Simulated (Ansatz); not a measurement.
Cartesian coordinates in Å:
```
O -1.3527 -2.1264 0.5159
Si -0.8878 -0.5991 0.7802
F -2.0868 0.4084 0.5023
O 0.3159 -0.1867 -0.2293
Si 1.2693 0.9853 -0.8286
Cl 1.7193 2.3430 0.6384
H -1.5849 -2.4128 -0.3685
H -0.4913 -0.4913 2.1866
H 2.5304 0.3712 -1.2875
H 0.5685 1.7083 -1.9096
```

Total charge 0; spin multiplicity 1.

**Question.** List the PBE/def2-TZVPP orbital energies in eV (the Gaussian-basis code of Ansatz). (Estimate.)

**Answer.** The calculation gave: Occupied: -2739.09, -1781.38, -1781.25, -659.94, -510.93, -510.80, -249.68, -190.36, -190.21, -190.20, -138.89, -138.82, -95.68, -95.65, -95.62, -95.59, -95.56, -95.50, -29.73, -25.80, -25.28, -20.70, -15.24, -13.90, -12.49, -11.68, -11.19, -10.72, -10.27, -9.98, -9.39, -9.17, -8.74, -8.44, -8.28, -8.03, -7.60. Lowest empty: -0.67, -0.37, -0.05, 0.57, 0.82, 1.20, 1.33, 2.27.
